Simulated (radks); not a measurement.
Species: the rubidium ion Rb4+. Configuration: [Ar] 3d10 4s2 4p2 5p1 (not the ground configuration).

Calculated with a radial shooting solver on a logarithmic mesh with Libxc functionals: scalar-relativistic Kohn-Sham, r2SCAN, spin-polarised, spherical densities, finite nucleus; open shells are filled with parallel spins first (spin-orbit coupling, left out, can overturn this in heavy ions); meta-GGA in the generalised Kohn-Sham scheme; Fermi nuclear charge, rms radius 4.2036 fm.

Energy parts (eV):
| part | energy |
|---|---|
| total | -80973.346 |
| kinetic | 82938.464 |
| electron-nucleus | -193196.659 |
| Hartree | 31983.806 |
| exchange-correlation | -2698.957 |

Orbitals (lengths in bohr, moments of r in powers of bohr):
1s up: occ. 1; eigenvalue (eV) -15134.16; <r^4> 0.00001237; <r> 0.04030
1s down: occ. 1; eigenvalue (eV) -15133.74; <r^4> 0.00001237; <r> 0.04030
2s up: occ. 1; eigenvalue (eV) -2085.404; <r^4> 0.002397; <r> 0.1777
2s down: occ. 1; eigenvalue (eV) -2085.315; <r^4> 0.002396; <r> 0.1776
2p up: occ. 3; eigenvalue (eV) -1853.673; <r^4> 0.001734; <r> 0.1551
2p down: occ. 3; eigenvalue (eV) -1853.354; <r^4> 0.001734; <r> 0.1551
3s up: occ. 1; eigenvalue (eV) -365.8558; <r^4> 0.1388; <r> 0.5087
3s down: occ. 1; eigenvalue (eV) -365.5080; <r^4> 0.1383; <r> 0.5088
3p up: occ. 3; eigenvalue (eV) -290.5898; <r^4> 0.1625; <r> 0.5170
3p down: occ. 3; eigenvalue (eV) -290.1562; <r^4> 0.1612; <r> 0.5167
3d up: occ. 5; eigenvalue (eV) -166.5394; <r^4> 0.2279; <r> 0.5222
3d down: occ. 5; eigenvalue (eV) -165.9802; <r^4> 0.2210; <r> 0.5203
4s up: occ. 1; eigenvalue (eV) -87.2243; <r^4> 5.952; <r> 1.338
4s down: occ. 1; eigenvalue (eV) -82.9487; <r^4> 6.057; <r> 1.340
4p up: occ. 2; eigenvalue (eV) -68.0211; <r^4> 9.119; <r> 1.474
4p down: occ. 0; eigenvalue (eV) -63.7085; <r^4> 8.958; <r> 1.470
5p up: occ. 1; eigenvalue (eV) -27.8472; <r^4> 194.6; <r> 3.279

The highest occupied level is 5p up at -27.847 eV. The configuration is held as typed, so some empty levels lie below it. The density falls to 0.001 e/bohr^3 at r = 4.25 bohr. The electron density at the nucleus is 5.578e+04 e/bohr^3 (large components only). Summed over all electrons, <r^2> = 26.93 bohr^2, which gives a Langevin (diamagnetic) susceptibility term of -21.3 x 10^-6 cm^3/mol. Spin moment in Bohr magnetons: 3.
